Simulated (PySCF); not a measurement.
C₅H₁₁O, multiplicity 2. Atoms are numbered in the order given.

```xyz
17

C      2.4831    -0.1354    -0.1748
C      1.4256    -0.0777     0.8727
C      0.1516     0.6665     0.6455
C     -0.7621     0.0325    -0.4204
C     -2.0528     0.8220    -0.6168
O     -1.0288    -1.2951     0.0050
H      2.2645    -0.9100    -0.9417
H      3.4701    -0.3881     0.2461
H      2.5758     0.8220    -0.7178
H      1.4589    -0.8105     1.6844
H     -0.4272     0.7338     1.5821
H      0.3650     1.7014     0.3155
H     -0.2045     0.0194    -1.3811
H     -2.6899     0.3519    -1.3852
H     -2.6236     0.8580     0.3247
H     -1.8464     1.8542    -0.9421
H     -1.5847    -1.7179    -0.6618
```
Charge 0, spin multiplicity 2.

Coordinates come from a B3LYP-D3(BJ)/def2-SVP optimisation. The isomer is the one that the SMILES or the coordinates give; other isomers of the formula were not compared. The values are those of a single conformer.

Level of theory: PBE0/def2-TZVP in PySCF.

Atomic charges (e):

```json
[
 {"atom": "C1", "meta-Löwdin": "-0.35", "Mulliken": "-0.39", "Mulliken spin": "-0.07"},
 {"atom": "C2", "meta-Löwdin": "-0.12", "Mulliken": "-0.13", "Mulliken spin": "1.01"},
 {"atom": "C3", "meta-Löwdin": "-0.21", "Mulliken": "-0.16", "Mulliken spin": "-0.07"},
 {"atom": "C4", "meta-Löwdin": "0.14", "Mulliken": "0.06", "Mulliken spin": "0.04"},
 {"atom": "C5", "meta-Löwdin": "-0.36", "Mulliken": "-0.38", "Mulliken spin": "0.00"},
 {"atom": "O6", "meta-Löwdin": "-0.55", "Mulliken": "-0.44", "Mulliken spin": "0.00"},
 {"atom": "H7", "meta-Löwdin": "0.12", "Mulliken": "0.13", "Mulliken spin": "0.07"},
 {"atom": "H8", "meta-Löwdin": "0.12", "Mulliken": "0.13", "Mulliken spin": "0.01"},
 {"atom": "H9", "meta-Löwdin": "0.11", "Mulliken": "0.12", "Mulliken spin": "0.02"},
 {"atom": "H10", "meta-Löwdin": "0.11", "Mulliken": "0.12", "Mulliken spin": "-0.05"},
 {"atom": "H11", "meta-Löwdin": "0.11", "Mulliken": "0.10", "Mulliken spin": "0.01"},
 {"atom": "H12", "meta-Löwdin": "0.11", "Mulliken": "0.10", "Mulliken spin": "0.03"},
 {"atom": "H13", "meta-Löwdin": "0.08", "Mulliken": "0.07", "Mulliken spin": "0.00"},
 {"atom": "H14", "meta-Löwdin": "0.11", "Mulliken": "0.12", "Mulliken spin": "0.00"},
 {"atom": "H15", "meta-Löwdin": "0.12", "Mulliken": "0.13", "Mulliken spin": "0.00"},
 {"atom": "H16", "meta-Löwdin": "0.12", "Mulliken": "0.12", "Mulliken spin": "0.00"},
 {"atom": "H17", "meta-Löwdin": "0.33", "Mulliken": "0.30", "Mulliken spin": "0.00"}
]
```

Computed Mayer and Wiberg (Löwdin basis) orders of the bonds:
```csv
bond,Mayer,Wiberg
C1–C2,1.04,1.42
C2–C3,1.06,1.34
C3–C4,0.96,1.15
C4–C5,1.00,1.26
C4–O6,1.02,1.53
C1–H7,0.94,0.88
C1–H8,0.96,0.90
C1–H9,0.97,0.89
C2–H10,0.96,0.88
C3–H11,0.95,0.83
C3–H12,0.95,0.82
C4–H13,0.95,0.82
C5–H14,0.97,0.90
C5–H15,0.97,0.90
C5–H16,0.96,0.90
O6–H17,0.90,1.02
```
